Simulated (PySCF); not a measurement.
Electron correlation in O (oxygen, neutral)

[He] 2s1 2p5, high-spin 3P determinant (an excited configuration). All numbers are calculated (PySCF 2.14, the non-relativistic Hamiltonian (point nucleus), in aug-cc-pVQZ with one added diffuse shell each of s, p, d, f, g type (7s6p5d4f3g, 105 functions)). Frozen: 1s2; 6 electrons correlated.

MP2 pair energies summed by pair of shells (mhartree):

```tsv
pair	energy	share (%)
2p-2p	-162.15	85.0
2s-2p	-28.62	15.0
```

Total MP2 correlation energy: -190.77 mhartree.

Same-spin part -42.61 and opposite-spin part -148.16 mhartree; SCS-MP2 scales them by 1/3 and 6/5 to -192.00 mhartree.
